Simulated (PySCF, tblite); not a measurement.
Isomers of C6H6F2. Computed values, GFN2-xTB/tblite, gas phase, harmonic and unscaled. The method is semi-empirical: single wavenumbers can be off by several per cent or more. One conformer each.

Electronic energies: PBE0/pcSseg-1 single points on the GFN2-xTB geometries (PySCF, gas phase).

| SMILES | electronic energy, lowest = 0 (kJ/mol) |
| --- | --- |
| F/C=C1C=C\1CCF | 196.9 |
| FC1=C[C@@H]2[C@H](F)[C@@H]2C1 | 0.0 |
| C/C(F)=C1/C=C(F)C1 | 49.3 |
| C/C(F)=C1\C=C(F)C1 | 49.5 |

Q: How do GFN2-xTB zero-point energies change the relative energies?

A: 
```json
{"SMILES": "FC1=C[C@@H]2[C@H](F)[C@@H]2C1", "ZPE (kJ/mol)": "273.4", "of it from modes above 1550 cm⁻¹": "119.8", "electronic (kJ/mol)": "0.0", "with ZPE, lowest = 0 (kJ/mol)": "0.0", "lowest mode (cm⁻¹)": "124", "rings": "2"}
{"SMILES": "C/C(F)=C1/C=C(F)C1", "ZPE (kJ/mol)": "267.1", "of it from modes above 1550 cm⁻¹": "130.1", "electronic (kJ/mol)": "49.3", "with ZPE, lowest = 0 (kJ/mol)": "42.9", "lowest mode (cm⁻¹)": "95", "rings": "1"}
{"SMILES": "C/C(F)=C1\\C=C(F)C1", "ZPE (kJ/mol)": "266.9", "of it from modes above 1550 cm⁻¹": "130.1", "electronic (kJ/mol)": "49.5", "with ZPE, lowest = 0 (kJ/mol)": "42.9", "lowest mode (cm⁻¹)": "95", "rings": "1"}
{"SMILES": "F/C=C1C=C\\1CCF", "ZPE (kJ/mol)": "262.0", "of it from modes above 1550 cm⁻¹": "130.8", "electronic (kJ/mol)": "196.9", "with ZPE, lowest = 0 (kJ/mol)": "185.4", "lowest mode (cm⁻¹)": "31", "rings": "1"}
```

The zero-point energies span 11.4 kJ/mol, from `F/C=C1C=C\1CCF` to `FC1=C[C@@H]2[C@H](F)[C@@H]2C1`. The order is unchanged, ties at the printed digit aside.

Q: And how do the electronic energies of GFN2-xTB itself compare?

A: `FC1=C[C@@H]2[C@H](F)[C@@H]2C1` 0.0; `C/C(F)=C1/C=C(F)C1` 80.2; `C/C(F)=C1\C=C(F)C1` 79.2; `F/C=C1C=C\1CCF` 221.0 kJ/mol, lowest = 0. Against the energies above, taken from the same isomer `FC1=C[C@@H]2[C@H](F)[C@@H]2C1`, the largest difference is 30.9 kJ/mol.

Q: What do entropy and thermal enthalpy add at 298.15 K and 1 bar (rigid rotor, harmonic oscillator, one conformer each)?

A: 
```json
{"SMILES": "FC1=C[C@@H]2[C@H](F)[C@@H]2C1", "point group": "C1", "symmetry number": "1", "S (J/(mol K))": "335.7", "H − H(0) (kJ/mol)": "19.47", "ZPE + H − H(0) − TS (kJ/mol)": "192.8"}
{"SMILES": "C/C(F)=C1/C=C(F)C1", "point group": "Cs", "symmetry number": "1", "S (J/(mol K))": "367.8", "H − H(0) (kJ/mol)": "23.55", "ZPE + H − H(0) − TS (kJ/mol)": "180.9"}
{"SMILES": "C/C(F)=C1\\C=C(F)C1", "point group": "Cs", "symmetry number": "1", "S (J/(mol K))": "368.3", "H − H(0) (kJ/mol)": "23.59", "ZPE + H − H(0) − TS (kJ/mol)": "180.6"}
{"SMILES": "F/C=C1C=C\\1CCF", "point group": "C1", "symmetry number": "1", "S (J/(mol K))": "390.2", "H − H(0) (kJ/mol)": "25.08", "ZPE + H − H(0) − TS (kJ/mol)": "170.7"}
```
